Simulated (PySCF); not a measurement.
AlFI2 (SMILES [F][Al]([I])[I]), singlet, geometry from GFN2-xTB (such geometries of metal compounds can be far from the true shape) (all electrons, no relativity).

Here is a job for PySCF.
```python
from pyscf import gto, scf, mcscf
import numpy

mol = gto.Mole()
mol.atom = '''
    Al   -0.694164   -0.497321   -0.093051
    F    -2.021609   -1.448345   -0.270991
    I    -0.689147    1.738067   -1.215005
    I     1.202705   -1.370137    1.283846
'''
mol.basis = 'sto-3g'
mol.charge = 0
mol.spin = 0
mol.verbose = 4
mol.build()

mf = scf.RHF(mol)
mf.kernel()
mc = mcscf.CASSCF(mf, 3, 4)
mc.fix_spin_(ss=0.0)
mc.kernel()
occ = numpy.linalg.eigvalsh(mc.fcisolver.make_rdm1(mc.ci, mc.ncas, mc.nelecas))[::-1]
ss = mc.fcisolver.spin_square(mc.ci, mc.ncas, mc.nelecas)[0]
print('natural occupations', occ.round(4), ' <S^2>', round(ss, 4))
```

Question: What is the computed SCF-reference dipole moment (CASSCF(4,3)/STO-3G run with PySCF)?

Answer: 1.63 D

Question: What is the computed number of basis functions (CASSCF(4,3)/STO-3G)?

Answer: 68

Question: Predict the total energy from CASSCF(4,3)/STO-3G.

Answer: -14038.6390 Eh

Question: Give the SCF-reference HOMO energy at the level CASSCF(4,3)/STO-3G.

Answer: -7.62 eV

Question: Estimate the SCF-reference HOMO-LUMO gap that CASSCF(4,3)/STO-3G returns for this input.

Answer: 13.30 eV
